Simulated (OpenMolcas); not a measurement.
Mn2+ with 3 ligands (fluoride) in trigonal planar coordination (D3h) at 1.95 Å. A charge of +0.333 e stands 2.8 Å behind each ligand. Ligand basis ANO-RCC-VDZP.

* Program: OpenMolcas
* Method: SS-CASPT2, IPEA 0.25 Eh, imaginary shift 0.1 Eh (closed shells correlated: 3s 3p and the ligand valence shells)
* Basis: ANO-RCC-VTZP [6s5p3d2f1g]
* Scalar Hamiltonian: DKH2, point nucleus
* Active space: 5 electrons in 5 orbitals (3d)
* State averaging: 2S+1 = 6 even, 1 root; 2S+1 = 4 even, 24 roots; 2S+1 = 2 even, 75 roots
* Spin-orbit coupling: state interaction with AMFI integrals over the reference wave functions

**Question.** What is the spin-free ground state (labels of D3, the rotations of D3h)?

**Answer.** 6A1, 1-fold in its orbital part, 100 % from free-ion S terms; it has the highest spin that d5 allows.

**Question.** What are the lowest two levels with spin-orbit coupling?

**Answer.** A 2-fold level E1/2 with g = 2.00, 6.01, 6.01, then a 2-fold level E3/2 0 cm-1 above it. Their leading multiplicities are 6 (100 %) and 6 (100 %).

**Question.** What is χT at 300 K, and how does it compare with the textbook value?

**Answer.** The lowest level has 2S+1 = 6, for which the spin-only value is χT = S(S+1) / 2 = 4.375 cm3 K/mol (g = 2). The computed 4.386 at 300 K differs by +0.011, little more than the free-electron g of 2.0023 accounts for.

Roots that are degenerate in the reference are averaged as groups; the widest CASPT2 spread within a group is 48 cm-1 (the 2-fold group of multiplicity 2 near 51100 cm-1 above the lowest state of its run). Shifts and gaps below about the spread of the groups concerned are not significant. Ligand-to-metal charge-transfer states are missing. With no ligand orbital active B as a rule stays too high, so bands that hang on it stand too high and its fall with covalency is understated. Free-ion shares, where given, are those of the reference states; single-state CASPT2 does not remix them. No measured value stands beside these numbers; the geometry is a model, was not optimised and need not be the one that this ion takes.
